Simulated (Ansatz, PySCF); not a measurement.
Species: dichloro(dimethoxy)silane, C2H6Cl2O2Si, net charge 0, singlet state. 
Geometry from a B3LYP-D3(BJ)/def2-TZVP (Ansatz, a program for electronic structure) optimisation:
SMILES: CO[Si](Cl)(Cl)OC
```xyz
13

Si    -0.0245     0.0871     0.0283
Cl    -0.2691     1.6874    -1.2171
Cl    -0.3797     0.6242     1.9665
O      1.5128    -0.3843    -0.1644
C      2.1556    -1.4043     0.5978
O     -1.1040    -1.0723    -0.3078
C     -1.2947    -1.6627    -1.5921
H      2.2342    -1.1087     1.6457
H      1.6083    -2.3475     0.5319
H      3.1541    -1.5394     0.1864
H     -1.6641    -0.9222    -2.3041
H     -2.0331    -2.4546    -1.4813
H     -0.3630    -2.0895    -1.9704
```

Quantity: vertical ionisation energy (to the doublet state of charge +1; each state is the SCF solution reached for its spin), in eV. Cores are frozen in the correlated levels unless marked. Open shells are spin-unrestricted. Spin-orbit coupling is left out. No relativistic terms. 

```json
[
 {"level": "HF/aug-cc-pV(T+d)Z", "program": "Ansatz", "vertical ionisation energy (eV)": "10.22"},
 {"level": "SVWN5/def2-TZVPD", "program": "Ansatz", "vertical ionisation energy (eV)": "10.04"},
 {"level": "PBE/def2-TZVPD", "program": "Ansatz", "vertical ionisation energy (eV)": "9.88"},
 {"level": "B3LYP/def2-TZVPD", "program": "Ansatz", "vertical ionisation energy (eV)": "10.46"},
 {"level": "CAM-B3LYP/def2-TZVPD", "program": "Ansatz", "vertical ionisation energy (eV)": "10.90"},
 {"level": "B2PLYP/def2-TZVPD", "program": "Ansatz", "vertical ionisation energy (eV)": "10.79"}
]
```

For comparison, minus the highest occupied orbital energy (PySCF): 12.48 eV at HF/def2-TZVPD, 10.31 eV at M06-2X/def2-TZVPD, 7.46 eV at r2SCAN/def2-TZVPD.
